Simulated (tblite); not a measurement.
Species: C₆H₁₃AlBrN.
SMILES with atom numbers: `[CH2:1]=[C:2]([CH2:3][CH3:4])[Al:5]([Br:6])[N:7]([CH3:8])[CH3:9]` (hydrogens: H10, H11 on C1; H12, H13 on C3; H14, H15, H16 on C4; H17, H18, H19 on C8; H20, H21, H22 on C9)

Computed with GFN2-xTB (tblite), gas phase: L-BFGS steps from a force-field or distance-geometry start until the largest atomic force falls under 0.01 eV/Å.

Step 131: E = -750.8450 eV
```
atom  x, y, z in Å  |  force x, y, z in eV/Å
C1      2.3909   -1.1812   -1.2371   -0.001   0.017  -0.001
C2      1.4765   -0.3787   -0.6916    0.000   0.039   0.018
C3      1.8814    0.9221   -0.0432    0.002   0.018   0.041
C4      2.2122    0.6842    1.4313   -0.012   0.005  -0.013
Al5    -0.3968   -1.0366   -0.7559    0.019  -0.055  -0.031
Br6    -0.7510   -3.0369   -1.7641   -0.005   0.067   0.033
N7     -1.8503   -0.1789   -0.1359   -0.033  -0.003  -0.044
C8     -3.2133   -0.4841   -0.5500   -0.052   0.016   0.017
C9     -1.8291    0.9336    0.7971    0.040  -0.004   0.016
H10     2.1235   -2.1302   -1.6810    0.017  -0.042  -0.015
H11     3.4432   -0.9327   -1.2679    0.032   0.006  -0.019
H12     2.7518    1.3487   -0.5519   -0.014  -0.053   0.035
H13     1.0647    1.6454   -0.1172   -0.014  -0.003  -0.014
H14     1.3933    0.1552    1.9226    0.000   0.012  -0.023
H15     2.3735    1.6266    1.9506    0.018  -0.002  -0.018
H16     3.1091    0.0752    1.5242   -0.019   0.002   0.002
H17    -3.6739    0.3818   -1.0401   -0.002  -0.006  -0.009
H18    -3.2248   -1.3222   -1.2501    0.044   0.013   0.025
H19    -3.8268   -0.7485    0.3180   -0.042  -0.016   0.003
H20    -2.2061    1.8535    0.3346   -0.006  -0.010  -0.017
H21    -0.8079    1.1031    1.1316    0.027   0.020   0.015
H22    -2.4503    0.7198    1.6747    0.000  -0.019  -0.002
```

Step 132: E = -750.8461 eV
```
atom  x, y, z in Å  |  force x, y, z in eV/Å
C1      2.3910   -1.1753   -1.2451    0.018   0.009  -0.008
C2      1.4784   -0.3739   -0.6961   -0.005   0.049   0.023
C3      1.8910    0.9220   -0.0435    0.000   0.024   0.042
C4      2.2047    0.6795    1.4340   -0.010   0.008  -0.004
Al5    -0.3953   -1.0319   -0.7546    0.008  -0.035  -0.021
Br6    -0.7389   -3.0413   -1.7457   -0.017   0.051   0.021
N7     -1.8529   -0.1768   -0.1380   -0.032  -0.016  -0.064
C8     -3.2170   -0.4859   -0.5476   -0.027   0.020   0.028
C9     -1.8319    0.9358    0.7945    0.054  -0.019   0.020
H10     2.1241   -2.1204   -1.6958    0.008  -0.062  -0.017
H11     3.4435   -0.9279   -1.2724    0.039   0.008  -0.025
H12     2.7724    1.3381   -0.5420   -0.020  -0.054   0.031
H13     1.0834    1.6543   -0.1293   -0.011   0.002   0.007
H14     1.3716    0.1672    1.9198    0.016   0.008  -0.030
H15     2.3798    1.6191    1.9537    0.014   0.003  -0.017
H16     3.0909    0.0552    1.5344   -0.044   0.007  -0.001
H17    -3.6812    0.3763   -1.0404    0.002   0.003  -0.007
H18    -3.2286   -1.3269   -1.2431    0.046  -0.007   0.008
H19    -3.8263   -0.7476    0.3235   -0.054  -0.019   0.013
H20    -2.2233    1.8514    0.3366   -0.011  -0.003  -0.015
H21    -0.8080    1.1141    1.1154    0.038   0.031   0.017
H22    -2.4378    0.7141    1.6806   -0.013  -0.007  -0.002
```

Step 133: E = -750.8472 eV
```
atom  x, y, z in Å  |  force x, y, z in eV/Å
C1      2.3913   -1.1690   -1.2539    0.016   0.007  -0.005
C2      1.4803   -0.3683   -0.7003    0.014   0.022   0.014
C3      1.8976    0.9228   -0.0413    0.001   0.009   0.030
C4      2.1979    0.6748    1.4378   -0.013   0.020   0.000
Al5    -0.3938   -1.0268   -0.7563   -0.003   0.000   0.003
Br6    -0.7319   -3.0432   -1.7286   -0.025   0.016  -0.002
N7     -1.8556   -0.1743   -0.1429   -0.034  -0.009  -0.051
C8     -3.2216   -0.4887   -0.5447   -0.009  -0.001   0.013
C9     -1.8308    0.9387    0.7907    0.021  -0.044  -0.001
H10     2.1251   -2.1125   -1.7098    0.001  -0.044  -0.008
H11     3.4445   -0.9231   -1.2799    0.029   0.009  -0.024
H12     2.7877    1.3312   -0.5298   -0.013  -0.045   0.016
H13     1.0968    1.6612   -0.1368   -0.009   0.011   0.029
H14     1.3534    0.1761    1.9184    0.023   0.005  -0.027
H15     2.3857    1.6117    1.9583    0.005   0.003  -0.015
H16     3.0744    0.0374    1.5436   -0.054   0.005  -0.005
H17    -3.6884    0.3674   -1.0477    0.012  -0.023   0.022
H18    -3.2324   -1.3385   -1.2317    0.040   0.029   0.037
H19    -3.8272   -0.7435    0.3324   -0.038  -0.002  -0.023
H20    -2.2316    1.8526    0.3373   -0.008  -0.009  -0.011
H21    -0.8051    1.1211    1.1013    0.054   0.037   0.019
H22    -2.4267    0.7121    1.6827   -0.011   0.002  -0.010
```

Q: Estimate the geometry and energy of step 134. (The exact step hangs on the optimiser's Hessian estimate; all steps are aligned on step 133, rigid shifts and turns removed.)

A: E = -750.8478 eV, largest force 0.046 eV/Å
```
atom  x, y, z in Å  |  force x, y, z in eV/Å
C1      2.3926   -1.1704   -1.2531    0.019  -0.003  -0.005
C2      1.4819   -0.3670   -0.7020    0.017  -0.013   0.004
C3      1.9003    0.9236   -0.0433   -0.005  -0.001   0.007
C4      2.1951    0.6771    1.4362   -0.017   0.030   0.009
Al5    -0.3934   -1.0231   -0.7583   -0.009   0.026   0.022
Br6    -0.7310   -3.0440   -1.7168   -0.029  -0.012  -0.020
N7     -1.8577   -0.1712   -0.1478   -0.015   0.015  -0.012
C8     -3.2245   -0.4859   -0.5474    0.033   0.020   0.018
C9     -1.8307    0.9354    0.7947    0.026  -0.019  -0.020
H10     2.1278   -2.1165   -1.7061   -0.004  -0.015  -0.001
H11     3.4468   -0.9260   -1.2790    0.012   0.011  -0.019
H12     2.7944    1.3252   -0.5276    0.008  -0.019  -0.007
H13     1.1022    1.6639   -0.1458   -0.004   0.018   0.039
H14     1.3456    0.1872    1.9158    0.014   0.000  -0.012
H15     2.3912    1.6139    1.9535   -0.002   0.006  -0.007
H16     3.0657    0.0330    1.5456   -0.044  -0.005  -0.006
H17    -3.6953    0.3716   -1.0425    0.005   0.004   0.016
H18    -3.2292   -1.3270   -1.2414    0.022  -0.032  -0.012
H19    -3.8292   -0.7532    0.3255   -0.036   0.001   0.010
H20    -2.2456    1.8498    0.3516    0.012  -0.043   0.009
H21    -0.8019    1.1264    1.0959    0.000   0.018   0.001
H22    -2.4155    0.6961    1.6911   -0.002   0.012  -0.014
```

The energy changes by -0.0006 eV. The first-order estimate −F·Δx gives -0.0013 eV and the mean of the old and new forces, exact on a quadratic surface, -0.0006 eV. The step makes an angle of 81° with the force vector and moves no atom by more than 0.021 Å.

The cost below is that of the whole relaxation. Time: 7.8 s of wall time. Hardware: one thread, Intel Xeon at 2.50 GHz (x86_64), no GPU, shared host with 64 logical CPUs at a one-minute load of 63.
